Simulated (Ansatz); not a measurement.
Basis-set extrapolation for CH$_{6}$BNOS, SMILES `OBNCS` (PBE0-D4/def2-TZVP geometry, frozen core, Ansatz 0.2.0). Multiplicity 1, RHF reference.

|  | def2-TZVPP | def2-QZVPP |
| --- | --- | --- |
| HF | -593.066556 | -593.087319 |
| MP2 correlation | -0.903424 | -0.971481 |
| CCSD(T) correlation | -0.983710 | not run |

Energies in hartree. Use E(X) = E(∞) + A·exp(−7.88·√X) for Hartree–Fock and E(X) = E(∞) + B·X^(−2.97) for correlation, with X = 3 and 4, and add CCSD(T) minus MP2 of the smaller set to the MP2 limit.

What is the CCSD(T) energy at the basis-set limit?

HF limit: -593.087319 + (-0.020763) × 0.13774 = -593.09018. MP2 limit: -0.971481 + (-0.068057) × 0.74074 = -1.02189. Higher-order term: -0.983710 − (-0.903424) = -0.08029. Total: -594.19236 hartree, 373.1 kJ/mol below CCSD(T)/def2-TZVPP.
